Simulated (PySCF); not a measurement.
Si(H)(F)(OMe)(NH2) (CH₆FNOSi), SMILES CO[SiH](N)F. Geometry optimised at PBE-D3(BJ)/def2-SVP. This is a generated structure with no PubChem entry under its InChIKey; it may be hypothetical. Other conformers were not sampled.

### Question
Give the equilibrium geometry at PBE-D3(BJ)/def2-SVP (PySCF confirms it by a frequency run) as bond lengths and angles. (The exact figures need the calculation; the answer reports its results.)

### Answer
Several could match; the one computed here: 
Atoms: Si1 N2 F3 O4 C5 H6 H7 H8 H9 H10 H11. Bond lengths (Å): Si1–N2 1.708, Si1–F3 1.648, Si1–O4 1.664, Si1–H6 1.494, N2–H7 1.020, N2–H8 1.021, O4–C5 1.417, C5–H9 1.110, C5–H10 1.114, C5–H11 1.112. Bond angles (°): N2–Si1–F3 115.4, N2–Si1–O4 106.1, N2–Si1–H6 109.2, F3–Si1–O4 105.6, F3–Si1–H6 105.2, O4–Si1–H6 115.5, Si1–N2–H7 121.3, Si1–N2–H8 121.5, H7–N2–H8 112.6, Si1–O4–C5 124.3, O4–C5–H9 108.7, O4–C5–H10 111.5, O4–C5–H11 112.2, H9–C5–H10 107.8, H9–C5–H11 108.4, H10–C5–H11 108.2.
